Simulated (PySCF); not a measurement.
Species: C7H6ClN3.
Numbering: `[CH3:1][n:2]1[n:3][c:4]2[cH:5][cH:6][c:7]([Cl:8])[cH:9][c:10]2[n:11]1`

NICS = −σ at a ghost point: NICS(0) at the centroid of the ring atoms, NICS(1) 1 Å to either side along the normal of their mean plane, zz for the tensor component along that normal. Level: GIAO PBE0/pcSseg-1 (PySCF, non-relativistic, gas phase) on the GFN2-xTB geometry, one conformer.

Rings: 1. N2–N3–C4–C10–N11; 2. C4–C5–C6–C7–C9–C10.

```
set  NICS(0)  NICS(1), two faces  NICS(1)zz, two faces
  P    -15.2       -15.0 / -15.0         -37.3 / -37.8
  Q     -9.3       -10.7 / -10.7         -25.6 / -25.7
```

Question: Which set (ppm) belongs to which ring?

Answer: P = 1, Q = 2.
- 1 (5-membered ring with 3 N; formal bonds all aromatic): mean NICS(1)zz -37.6 ppm, shielded. For a flat ring without four-coordinate atoms the NICS criterion counts such a value as aromatic, though in fused rings the probe also feels the neighbouring ring.
- 2 (6-membered carbocycle; formal bonds all aromatic): mean NICS(1)zz -25.7 ppm, shielded. For a flat ring without four-coordinate atoms the NICS criterion counts such a value as aromatic, though in fused rings the probe also feels the neighbouring ring.

Question: How do the rings differ in shape?

Answer: 
| ring | bond lengths (Å) | rms pucker (Å) | HOMA | nearest outside atom to a NICS(1) probe (Å) |
| --- | --- | --- | --- | --- |
| 1 | 1.304, 1.343, 1.431, 1.343, 1.305 | 0.00 | 0.90 | carbon 2.67 |
| 2 | 1.400, 1.368, 1.411, 1.370, 1.399, 1.431 | 0.00 | 0.86 | hydrogen 2.65 |

HOMA = 1 − mean of α(R − Ropt)² over the ring bonds, with Krygowski's 1993 parameters (CC: Ropt 1.388 Å, α 257.7 Å⁻²; CN: Ropt 1.334 Å, α 93.52 Å⁻²; NN: Ropt 1.309 Å, α 130.33 Å⁻²).
